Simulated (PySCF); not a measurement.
Series CXY, Y = amino, computed as singlets and as triplets. Gas-phase values, no solvent. One relaxed conformer stands for each flexible species; it need not be the lowest. Strings in code marks are SMILES.

Calculation: PySCF with PBE-D3(BJ)/def2-TZVP // PBE0-D3(BJ)/def2-TZVP. 

```json
[
 {"species": "X = amino, multiplicity 1 (`N[C]N` (lower singlet))", "dipole moment (D)": "___"},
 {"species": "X = amino, multiplicity 3 (`N[C]N` (excited triplet))", "dipole moment (D)": "–"},
 {"species": "X = boryl, multiplicity 1 (`[C](B)N` (lower singlet))", "dipole moment (D)": "4.36"},
 {"species": "X = ethynyl, multiplicity 3 (`C#C[C]N` (excited triplet))", "dipole moment (D)": "2.94"},
 {"species": "X = mercapto, multiplicity 3 (`N[C]S` (excited triplet; N–C–S–H torsion 65°))", "dipole moment (D)": "–"},
 {"species": "X = vinyl, multiplicity 1 (`C=C[C]N` (lower singlet; C–C–C–N torsion 58°))", "dipole moment (D)": "–"},
 {"species": "X = vinyl, multiplicity 3 (`C=C[C]N` (excited triplet))", "dipole moment (D)": "–"},
 {"species": "X = H, multiplicity 1 (`[CH]N` (lower singlet))", "dipole moment (D)": "3.56"}
]
```

**Question.** What belongs in the gaps?

**Answer.** 
- X = amino, multiplicity 1 (`N[C]N` (lower singlet)), dipole moment (D): 2.75
